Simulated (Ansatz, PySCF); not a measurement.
Si(Cl)(F)2(SeH) (ClF2HSeSi), SMILES F[Si]([SeH])(Cl)F. Atoms are numbered in the order given.

```xyz
6

F     -1.3152    -1.1231    -1.0958
Si    -0.5190    -0.5003     0.1517
F     -0.6249    -1.5531     1.3615
Cl    -1.4601     1.1976     0.7767
Se     1.5908    -0.1865    -0.5355
H      1.9415     0.4620     0.7389
```

Geometry optimised at r2SCAN-D4/def2-SVP. The structure was generated by enumeration, and PubChem lists no compound with its InChIKey, so it may never have been made. One conformer was computed; it need not be the lowest.

Two levels are set side by side: PBE-D3(BJ)/def2-SVP (Ansatz, an electronic-structure program) and r2SCAN-D4/def2-SVP (Ansatz). Each level has its own optimised geometry; the coordinates shown are those of the second. Frequencies come from the Hessian of PySCF at each geometry. Differences are taken from unrounded values.

| quantity | r2SCAN-D4 |
|---|---|
| mean bond length (Å) | 1.793 |
| bond F1–Si2 (Å) | 1.606 |
| bond Si2–F3 (Å) | 1.607 |
| bond Si2–Cl4 (Å) | 2.039 |
| bond Si2–Se5 (Å) | 2.241 |
| bond Se5–H6 (Å) | 1.472 |
| highest harmonic wavenumber (cm⁻¹) | 2436 |
| mean harmonic wavenumber (cm⁻¹) | 602 |
| zero-point energy (kcal/mol) | 10.33 |

Task: What does PBE-D3(BJ) give, and how far is it from r2SCAN-D4? (The exact figures need the calculation; the answer reports its results.)

Result: 
```
quantity                            PBE-D3(BJ)  PBE-D3(BJ) minus r2SCAN-D4
----------------------------------  ----------  --------------------------
mean bond length (Å)                     1.807                       0.014
bond F1–Si2 (Å)                          1.620                       0.015
bond Si2–F3 (Å)                          1.622                       0.015
bond Si2–Cl4 (Å)                         2.051                       0.012
bond Si2–Se5 (Å)                         2.258                       0.017
bond Se5–H6 (Å)                          1.486                       0.014
highest harmonic wavenumber (cm⁻¹)        2360                         -76
mean harmonic wavenumber (cm⁻¹)            582                         -20
zero-point energy (kcal/mol)              9.99                       -0.34
```
